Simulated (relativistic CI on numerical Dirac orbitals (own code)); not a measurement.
## Ti+ in a cubic cluster: L2,3 absorption with charge transfer

Computed with a charge-transfer multiplet model of a cubic metal-ligand cluster with up to one ligand hole, Slater and spin-orbit integrals from Dirac-Coulomb-Breit ions, Slater integrals scaled by 0.7. The ground state mixes d3 with configurations of k ligand holes L, whose averages lie at kΔ + k(k − 1)U_dd/2; a core hole lowers each added d electron by U_cd. 300 K, Lorentzian 0.4 eV and Gaussian 0.3 eV FWHM.

Atomic integrals in eV (Slater integrals scaled, ζ unscaled), ground: F2dd 4.733, F4dd 2.905, zeta_d 0.009; with the core hole: F2dd 5.484, F4dd 3.378, zeta_d 0.017, zeta_core 3.750, F2cd 2.909, G1cd 2.019, G3cd 1.143.

Cluster parameters (eV): U_dd = 5.2, U_cd = 6.7, 10Dq = 0.6, 10Dq(ligand) = 1.4, V(eg) = 1.8, V(t2g) = -0.84, final-state hopping factor = 1.

```json
{"Case": "Δ = 6.6 eV", "n_d": "3.19", "d3": "0.81", "d4L": "0.19", "S": "1.50"}
{"Case": "Δ = 8.6 eV", "n_d": "3.14", "d3": "0.86", "d4L": "0.14", "S": "1.50"}
{"Case": "Δ = 11.6 eV", "n_d": "3.09", "d3": "0.91", "d4L": "0.09", "S": "1.50"}
```

Weights, n_d and S are thermal averages at 300 K. Photon energies count from the first peak over 30 % of the highest in each spectrum, which can be another peak from case to case. The parameters are a model scan and need not match a compound or its usual spin state. Peaks in eV (height, largest 100):
- Δ = 6.6 eV: 0.0 (100), 4.9 (62), 6.1 (50)
- Δ = 8.6 eV: 0.0 (100), 4.9 (63), 6.1 (53)
- Δ = 11.6 eV: 0.0 (100), 5.0 (60), 6.2 (55)

For the case Δ = 8.6 eV, Δ = 8.6 eV is larger than U_dd = 5.2 eV, the Mott-Hubbard side of the Zaanen-Sawatzky-Allen scheme. With the core hole the configuration with one ligand hole lies at Δ + U_dd − U_cd = 5.1, 7.1, 10.1 eV from the one without, in the order of the table; where this is negative the screened configuration lies lower.

With at most 1 ligand hole the space is cut while the next configuration still counts, so covalency is underestimated, and a final configuration with one more ligand hole, which can lie low, is missing from the spectra.
